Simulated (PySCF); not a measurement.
## Working out the excitation energy of Li

Li [He] 2s1 (2S) → Li [He] 2p1 (2P). All numbers are calculated (PySCF 2.14, no relativity, point nucleus, in def2-TZVPPD). Frozen: nothing. Energies in hartree (1 hartree = 27.21139 eV):

```csv
part,Li (lower),Li (upper)
UHF,-7.432675,-7.363438
CCSD correlation,-0.035389,-0.035004
(T),-0.000018,-0.000013
```

**Question.** What does Hartree-Fock give?

**Answer.** (-7.363438) − (-7.432675) = 0.069237 hartree = 1.884 eV.

**Question.** What do CCSD and CCSD(T) give?

**Answer.** The CCSD correlation energies differ by 0.000385 hartree = 0.010 eV and the triples by 0.000005 hartree = 0.000 eV, so CCSD gives 1.894 eV and CCSD(T) 1.894 eV.

Measured between the centres of the two terms (NIST): 1.848 eV, so CCSD(T) (valence and next inner shell) is off by 0.046 eV.

What remains against the reference includes basis incompleteness and higher excitations.
